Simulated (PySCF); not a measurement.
Field gradients at the hydrogen positions

Species: C8H7NO.
Atom-mapped SMILES: `[CH:1]#[C:2][c:3]1[cH:4][cH:5][n+:6]([O-:7])[c:8]([CH3:9])[cH:10]1` (hydrogens: H11 on C1; H12 on C4; H13 on C5; H14, H15, H16 on C9; H17 on C10)

Cartesian coordinates in Å at the GFN2-xTB level; atoms count from 1:
```
atom  x, y, z in Å
C1    -0.0386    3.8335    0.2198
C2     0.1398    2.6503    0.1165
C3     0.3348    1.2577   -0.0021
C4     1.5875    0.7168   -0.2993
C5     1.7305   -0.6423   -0.4058
N6     0.6941   -1.4951   -0.2321
O7     0.8640   -2.7379   -0.3381
C8    -0.5416   -0.9907    0.0597
C9    -1.6236   -1.9980    0.2353
C10   -0.7267    0.3665    0.1749
H11   -0.1906    4.8676    0.3089
H12    2.4408    1.3597   -0.4454
H13    2.6727   -1.1168   -0.6338
H14   -1.3508   -2.6895    1.0328
H15   -2.5710   -1.5213    0.4659
H16   -1.7176   -2.5932   -0.6732
H17   -1.7107    0.7447    0.4060
```

Level: PBE0/pcSseg-1 (PySCF, non-relativistic); Q(2H) = 0.00286 b; rigid geometry, the same for H and D, with no vibrational averaging.

Question: Rank these positions by the coupling χzz of a deuteron there, largest first.
A. H11 (alkyne hydrogen)
B. H14 (methyl hydrogen)
C. H17 (aromatic hydrogen)
D. H15 (methyl hydrogen)

Answer: A (266 kHz), C (217 kHz), D (213 kHz), B (206 kHz).

Q: Give the electric field gradient Vzz (the principal value of largest size), its asymmetry and the 2H coupling at each hydrogen.

A: 
```json
{"atom": "H11", "bonded to": "C1", "bond length (Å)": "1.049", "Vzz (au)": "0.3962", "η": "0.01", "χzz (kHz)": "266"}
{"atom": "H12", "bonded to": "C4", "bond length (Å)": "1.078", "Vzz (au)": "0.3256", "η": "0.07", "χzz (kHz)": "219"}
{"atom": "H13", "bonded to": "C5", "bond length (Å)": "1.079", "Vzz (au)": "0.3206", "η": "0.09", "χzz (kHz)": "215"}
{"atom": "H14", "bonded to": "C9", "bond length (Å)": "1.090", "Vzz (au)": "0.3068", "η": "0.04", "χzz (kHz)": "206"}
{"atom": "H15", "bonded to": "C9", "bond length (Å)": "1.085", "Vzz (au)": "0.3165", "η": "0.05", "χzz (kHz)": "213"}
{"atom": "H16", "bonded to": "C9", "bond length (Å)": "1.090", "Vzz (au)": "0.3069", "η": "0.04", "χzz (kHz)": "206"}
{"atom": "H17", "bonded to": "C10", "bond length (Å)": "1.079", "Vzz (au)": "0.3236", "η": "0.07", "χzz (kHz)": "217"}
```

Q: How does χzz go with the bond length over the 7 C–H bonds?

A: A straight-line fit has a slope of -14.6 kHz for each 0.01 Å, with a correlation coefficient of -0.99, over lengths from 1.049 to 1.090 Å. The longer bonds have the smaller couplings here.

Q: A static deuteron (I = 1) shows a doublet split by (3/2)χ, (3/4)χ(1 + η) and (3/4)χ(1 − η) with the field along z, y and x of the gradient. What are these for H11?

A: With |χ| = 266.3 kHz and η = 0.007: 399, 201 and 198 kHz, to first order and without motion.

Geometry: GFN2-xTB; no solvent, vibrations or thermal averaging. GFN2-xTB bond lengths can be off by several hundredths of an ångström, more for odd bonds, and the gradients follow them. With a basis this small, the couplings can be 20 % off.
